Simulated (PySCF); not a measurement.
## Vibration and rotation of ReCl

UHF-CCSD(T) constants of ReCl, ⁷Σ⁺ (septet), unpaired electrons σ ↑↑, π ↑↑, δ ↑↑ (Re def2-TZVPP with ECP60, Cl def2-TZVPP; scalar-relativistic core potentials (PySCF 2.14); masses 186.9558 and 34.9689 u):

| Quantity | Value |
| --- | --- |
| ωe | 331.3 cm⁻¹ |
| ωexe | 0.989 cm⁻¹ |
| Be | 0.10218 cm⁻¹ |
| αe | 0.000426 cm⁻¹ |
| De to Re (5d5 6s2) + Cl | 3.00 eV |

Question: What force constant and bond length do these constants imply?

Answer: Reduced mass μred = 29.459 u; k = 5.8918×10⁻⁷·μred·ωe² (u, cm⁻¹, mdyn/Å) = 1.91 mdyn/Å; Re = √(16.8576/(μred·Be)) (u, cm⁻¹, Å) = 2.367 Å.

Question: Estimate the centrifugal constant D from the Kratzer relation and find the Dunham coefficient a1.

Answer: D = 4Be³/ωe² = 3.89e-08 cm⁻¹; a1 = −1 − αeωe/(6Be²) = -3.25.

Correlated steps freeze 5 core orbitals. Spin–orbit coupling is left out, which matters for elements this heavy, above all for dissociation energies. The state is the lowest single determinant that the PBE0 search found; with open d or f shells the true ground state can be another one.
